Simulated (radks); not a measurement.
Question: The mean radii <r> (bohr) of the occupied orbitals of an atom or ion are listed with their occupations. Method: Dirac Kohn-Sham, BLYP, spin-unpolarised, spherical densities, finite nucleus; Fermi nuclear charge, rms radius of each element as measured or else 0.836 A^(1/3) + 0.57 fm; computed with a radial shooting solver on a logarithmic mesh with Libxc functionals.

| orbital | occ. | <r> |
|---|---|---|
| 1s1/2 | 2 | 0.06958 |
| 2s1/2 | 2 | 0.3249 |
| 2p1/2 | 2 | 0.2880 |
| 2p3/2 | 4 | 0.2907 |
| 3s1/2 | 2 | 1.006 |
| 3p1/2 | 2 | 1.078 |
| 3p3/2 | 4 | 1.086 |
| 3d3/2 | 2 | 1.441 |

Name the element and its charge. Open shells, if any, fill j = l - 1/2 first.

Answer: Z = 22, titanium, charge +2: Ti2+ in [Ar] 3d2. The 1s radius gives Z: for a bare nucleus <r> = (2 gamma + 1)/(2Z) with gamma = sqrt(1 - (Z/c)^2), 0.06759 bohr for Z = 22, and screening makes it slightly larger (0.06958 here). The occupations add up to 20, and the charge is Z minus that.
